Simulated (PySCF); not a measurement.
# Computed vibrations of [ReO3(H2O)2]+

[ReO3(H2O)2]+ (singlet). PySCF 2.14.0, RKS PBE0, Re def2-SVP with ECP60, O def2-SVP, H def2-SVP; non-relativistic Hamiltonian with scalar-relativistic core potentials where named; density fitting; no spin-orbit coupling. Central differences of gradients.

```xyz
10

Re    0.0872    0.0872    0.0179
O     0.1478    0.1478    1.6961
O     1.6514   -0.2402   -0.5117
O    -0.2402    1.6514   -0.5117
O    -2.0704   -0.1671   -0.3975
H    -2.7306   -0.8067   -0.0886
H    -2.5295    0.6659   -0.6049
O    -0.1671   -2.0704   -0.3975
H    -0.8067   -2.7306   -0.0886
H     0.6659   -2.5295   -0.6049
```

Run from Python with OMP_NUM_THREADS=2. Where DIIS fails, smearing, a level shift and second-order steps follow.
It took 2.7 min on 2 threads of Arm Neoverse V1, with other jobs on the host.

(1) What are the harmonic wavenumbers and infrared intensities?

(2) Is this a minimum?

Answers

(1) Modes are labelled in Cs; negative numbers are unstable modes, those under 60 cm⁻¹ near the noise; a finer grid moves soft modes by up to 10 cm⁻¹.
```
cm⁻¹  km/mol  symmetry
-200       –       a''
 119     7.7       a''
 166    11.8        a'
 197     6.2       a''
 221     7.4        a'
 267    73.0        a'
 338     0.7        a'
 349     0.1       a''
 367     2.7       a''
 386    48.9        a'
 409     3.2       a''
 420   143.0        a'
 431   349.7        a'
 619     7.1       a''
 694    63.1        a'
1041   149.6        a'
1049   183.1       a''
1087    15.5        a'
1612   179.9       a''
1638    64.3        a'
3757   416.0       a''
3764    85.1        a'
3856    77.8       a''
3863   452.8        a'
```

(2) No: 1 unstable; the lowest moves the atoms so:
```
Re   0.00  0.00  0.00
O    0.03 -0.03  0.00
O   -0.02  0.00 -0.04
O    0.00  0.02  0.04
O    0.04  0.03 -0.04
H    0.07 -0.28 -0.63
H   -0.05  0.01  0.12
O   -0.03 -0.04  0.04
H    0.28 -0.07  0.63
H   -0.01  0.05 -0.12
```
